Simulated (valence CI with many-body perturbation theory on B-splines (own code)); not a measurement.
## Forbidden lines of Pd23+

Level of theory: valence CI with perturbative core correlation (CI+MBPT): five valence electrons over a frozen Dirac-Fock core [Ar], a basis of 7 s, 7 p, 8 d, 6 f, 4 g, 1 h functions for each j, with the one-electron correlation potential Σ1, the two-electron term Σ2, the three-electron term Σ3, Breit, model QED; selected CI, second order for the rest, scaled by the run's own slope (own B-spline code, finite nucleus).

No measured levels were compared; by estimate terms of the open shell hold to 2 to 4 % of their energy, and close levels can change places. Only levels of the ground parity were solved; by the run's estimate the other parity begins above the list, which can be wrong where configurations are misplaced.

Lines 1 to 50 of 120 in falling wavelength, among levels below 444410 cm⁻¹, chosen from the decays that carry over 1 % of a level's rate. Wavelengths and rates use the calculated energies, so an error of 3000 cm⁻¹ moves a line at 4961 Å by 15 % and its rate by three times that or more. Electric multipoles are in the length gauge, E1 and E2 with the static RPA response of the core. S is in atomic units (e²a₀⁴ for E2 and M2, e²a₀⁶ for E3), for M1 in squared Bohr magnetons. Weak lines are less certain than strong ones. Lines between different terms over intervals too small for the method are left out, as are lines whose strength nearly cancels. Intervals below about 3000 cm⁻¹, as at the head of this list, are uncertain by tens of per cent.

Names give the largest LS component (configuration and term), which can be under half, so a name can repeat, a term be missing and a line seem to break the LS rules; names also repeat where a configuration has a term twice. Letters in brackets count levels of one name in rising energy.

| λ vac (Å) | Upper | Lower | Type | A (s⁻¹) | S (a.u.) |
| --- | --- | --- | --- | --- | --- |
| 29740 | 3d⁵ ⁴G_11/2 | 3d⁵ ⁴G_7/2 | E2 | 1.31e-09 | 3.26e-04 |
| 16450 | 3d⁵ ⁴G_9/2 | 3d⁵ ⁴G_11/2 | M1 | 6.19e+00 | 1.02e+01 |
| 10590 | 3d⁵ ⁴G_9/2 | 3d⁵ ⁴G_7/2 | M1 | 2.57e+01 | 1.13e+01 |
| 6993 | 3d⁵ ⁴P_1/2 | 3d⁵ ⁴P_3/2 | M1 | 1.37e+02 | 3.47e+00 |
| 6927 | 3d⁵ ²I_13/2 | 3d⁵ ²I_11/2 | M1 | 2.73e+01 | 4.72e+00 |
| 6509 | 3d⁵ ⁴D_3/2 | 3d⁵ ⁴D_5/2 | M1 | 1.08e+02 | 4.41e+00 |
| 5786 | 3d⁵ ²F_7/2 [c] | 3d⁵ ²F_5/2 [b] | M1 | 6.19e+01 | 3.56e+00 |
| 4961 | 3d⁵ ²D_3/2 [a] | 3d⁵ ⁴F_5/2 | M1 | 1.68e+02 | 3.04e+00 |
| 4626 | 3d⁵ ²F_7/2 [a] | 3d⁵ ⁴D_5/2 | M1 | 1.26e+01 | 3.69e-01 |
| 4106 | 3d⁵ ⁴G_7/2 | 3d⁵ ⁴G_5/2 [a] | M1 | 2.85e+02 | 5.85e+00 |
| 3898 | 3d⁵ ⁴D_7/2 | 3d⁵ ⁴G_9/2 | M1 | 1.28e+02 | 2.25e+00 |
| 3637 | 3d⁵ ⁴F_5/2 | 3d⁵ ⁴F_3/2 | M1 | 1.07e+02 | 1.14e+00 |
| 3618 | 3d⁵ ⁴D_7/2 | 3d⁵ ⁴G_5/2 [b] | M1 | 3.43e+02 | 4.81e+00 |
| 3526 | 3d⁵ ⁴P_3/2 | 3d⁵ ⁴G_5/2 [a] | M1 | 3.06e+02 | 1.99e+00 |
| 3389 | 3d⁵ ²H_9/2 | 3d⁵ ²G_9/2 [a] | M1 | 2.86e+02 | 4.13e+00 |
| 3307 | 3d⁵ ²F_7/2 [a] | 3d⁵ ⁴D_7/2 | M1 | 9.49e+00 | 1.02e-01 |
| 3251 | 3d⁵ ²G_7/2 [a] | 3d⁵ ²F_5/2 [a] | M1 | 1.79e+02 | 1.82e+00 |
| 3144 | 3d⁵ ⁴G_5/2 [b] | 3d⁵ ⁴G_5/2 [a] | M1 | 1.11e+03 | 7.69e+00 |
| 2966 | 3d⁵ ²G_9/2 [b] | 3d⁵ ²G_7/2 [a] | M1 | 2.48e+02 | 2.40e+00 |
| 2917 | 3d⁵ ⁴F_5/2 | 3d⁵ ²F_7/2 [a] | M1 | 8.33e+02 | 4.60e+00 |
| 2850 | 3d⁵ ⁴D_7/2 | 3d⁵ ⁴G_7/2 | M1 | 4.16e+02 | 2.85e+00 |
| 2754 | 3d⁵ ²F_5/2 [a] | 3d⁵ ⁴D_5/2 | M1 | 8.86e+01 | 4.12e-01 |
| 2738 | 3d⁵ ⁴D_1/2 | 3d⁵ ⁴P_1/2 | M1 | 1.31e+03 | 1.99e+00 |
| 2717 | 3d⁵ ²H_11/2 | 3d⁵ ²H_9/2 | M1 | 2.39e+02 | 2.13e+00 |
| 2712 | 3d⁵ ²H_9/2 | 3d⁵ ²F_7/2 [a] | M1 | 1.33e+02 | 9.84e-01 |
| 2659 | 3d⁵ ²G_9/2 [a] | 3d⁵ ⁴D_7/2 | M1 | 2.18e+02 | 1.52e+00 |
| 2641 | 3d⁵ ²F_7/2 [c] | 3d⁵ ²H_9/2 | M1 | 3.21e+02 | 1.75e+00 |
| 2518 | 3d⁵ ⁴D_5/2 | 3d⁵ ⁴P_3/2 | M1 | 1.43e+02 | 5.08e-01 |
| 2516 | 3d⁵ ²D_3/2 [a] | 3d⁵ ²F_5/2 [a] | M1 | 8.15e+01 | 1.93e-01 |
| 2472 | 3d⁵ ²F_7/2 [c] | 3d⁵ ⁴F_5/2 | M1 | 3.35e+02 | 1.50e+00 |
| 2467 | 3d⁵ ⁴F_5/2 | 3d⁵ ⁴D_3/2 | M1 | 2.34e+02 | 7.82e-01 |
| 2365 | 3d⁵ ²G_9/2 [b] | 3d⁵ ²H_9/2 | M1 | 1.06e+03 | 5.21e+00 |
| 2338 | 3d⁵ ²F_5/2 [b] | 3d⁵ ²F_5/2 [a] | M1 | 2.38e+02 | 6.77e-01 |
| 2313 | 3d⁵ ²F_7/2 [b] | 3d⁵ ²F_5/2 [a] | M1 | 4.09e+02 | 1.50e+00 |
| 2287 | 3d⁵ ⁴D_5/2 | 3d⁵ ⁴G_7/2 | M1 | 6.15e+02 | 1.64e+00 |
| 2226 | 3d⁵ ²F_5/2 [a] | 3d⁵ ⁴D_7/2 | M1 | 3.27e+02 | 8.02e-01 |
| 2200 | 3d⁵ ²G_7/2 [a] | 3d⁵ ²F_7/2 [a] | M1 | 4.93e+02 | 1.56e+00 |
| 2160 | 3d⁵ ²I_11/2 | 3d⁵ ⁴G_9/2 | M1 | 2.51e+02 | 1.13e+00 |
| 2152 | 3d⁵ ²H_9/2 | 3d⁵ ²I_11/2 | M1 | 1.14e+02 | 4.21e-01 |
| 2099 | 3d⁵ ²D_3/2 [a] | 3d⁵ ⁴F_3/2 | M1 | 6.10e+02 | 8.36e-01 |
| 1978 | 3d⁵ ²F_7/2 [b] | 3d⁵ ²G_9/2 [a] | M1 | 7.92e+02 | 1.82e+00 |
| 1974 | 3d⁵ ²F_5/2 [b] | 3d⁵ ⁴F_3/2 | M1 | 9.93e+02 | 1.70e+00 |
| 1967 | 3d⁵ ⁴D_1/2 | 3d⁵ ⁴P_3/2 | M1 | 9.41e+02 | 5.31e-01 |
| 1937 | 3d⁵ ⁴D_3/2 | 3d⁵ ⁴G_5/2 [b] | M1 | 1.85e+02 | 1.99e-01 |
| 1909 | 3d⁵ ²I_11/2 | 3d⁵ ⁴G_11/2 | M1 | 1.16e+03 | 3.60e+00 |
| 1858 | 3d⁵ ⁴F_3/2 | 3d⁵ ⁴P_1/2 | M1 | 3.58e+02 | 3.41e-01 |
| 1816 | 3d⁵ ⁴D_3/2 | 3d⁵ ⁴P_3/2 | M1 | 8.37e+02 | 7.43e-01 |
| 1789 | 3d⁵ ²F_7/2 [a] | 3d⁵ ⁴G_9/2 | M1 | 7.25e+02 | 1.23e+00 |
| 1789 | 3d⁵ ⁴F_5/2 | 3d⁵ ⁴D_5/2 | M1 | 1.51e+03 | 1.92e+00 |
| 1740 | 3d⁵ ²F_5/2 [b] | 3d⁵ ²F_7/2 [a] | M1 | 6.65e+01 | 7.80e-02 |
